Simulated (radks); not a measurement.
Kinetic energies: the exact non-interacting value of the Kohn-Sham orbitals and orbital-free approximations, in hartree. Species: He [He]; Li2+ 1s1; Cl2+ [Ne] 3s2 3p3. All-electron calculation, non-relativistic Kohn-Sham, r2SCAN, spin-polarised, spherical densities, point nucleus; meta-GGA in the generalised Kohn-Sham scheme. Program: a radial shooting solver on a logarithmic mesh with Libxc functionals. Every spin shell is full or empty, so the densities are truly spherical. Functionals are evaluated on that one density, not self-consistently.

| functional | He | Li2+ | Cl2+ |
|---|---|---|---|
| exact | 2.87260 | 4.50016 | 458.293 |
| Thomas-Fermi | 2.5581 | 4.1249 | 425.56 |
| von Weizsacker | 2.8726 | 4.5002 | 274.53 |
| TF + vW | 5.4307 | 8.6250 | 700.09 |
| TF + vW/9 | 2.8773 | 4.6249 | 456.06 |
| LC94 | 2.8679 | 4.6022 | 459.26 |
| revAPBEK | 2.8912 | 4.6354 | 461.43 |
| LKT | 4.5732 | 7.3181 | 596.50 |
| DePristo-Kress | 2.8719 | 4.6323 | 458.81 |
